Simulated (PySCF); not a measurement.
**Electron correlation in Cr²⁺ (chromium, charge +2)**

[Ar] 3d4, high-spin 5D determinant. Calculation: PySCF 2.14, in dyall-av2z (16s12p7d2f, 101 functions); the non-relativistic Hamiltonian (point nucleus). Frozen: [Ar]; 4 electrons correlated; the 25 highest virtual orbitals of each spin left out.

| level | correlation energy (mhartree) |
| --- | --- |
| CCSD | -40.57 |
| (T) | -0.27 |
| CCSD(T) | -40.84 |

Diagnostics: T1 = 0.0043, D1 = 0.0062, largest double amplitude 0.016.

Is a single reference adequate?

Yes: T1 lies below 0.03 and no double amplitude reaches 0.07.
